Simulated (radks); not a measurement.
Results of a calculation; reference values are marked as such.
Charge is removed step by step from the 2p3/2 level of neutral rhodium, starting from [He] 2s2 2p(1/2: 2, 3/2: 4) 3s2 3p6 3d10 4s2 4p6 4d8 5s1. Code: a radial shooting solver on a logarithmic mesh with Libxc functionals. Model: Dirac Kohn-Sham, PBE, spin-unpolarised, spherical densities, finite nucleus; open shells fill j = l - 1/2 first; Fermi nuclear charge, rms radius 4.4945 fm.

| removed (e) | E - E(0) (eV) | eigenvalue (eV) | E minus straight line (eV) |
|---|---|---|---|
| 0 | 0.000 | -2945.3 | 0.000 |
| 0.25 | 739.90 | -2974.0 | -10.922 |
| 0.5 | 1487.0 | -3003.1 | -14.616 |
| 0.75 | 2241.5 | -3032.5 | -11.001 |
| 1 | 3003.3 | -3062.2 | 0.000 |

Removing the whole electron costs 3003.3 eV by Delta-SCF, against 2945.3 eV from minus the eigenvalue at the starting occupation. Slater's transition state (half an electron removed) gives 3003.1 eV. Integrating minus the eigenvalue over the occupation (Janak's theorem) gives 3003.3 eV. The mean slope of the eigenvalue, de/dn, is 117 eV per electron.
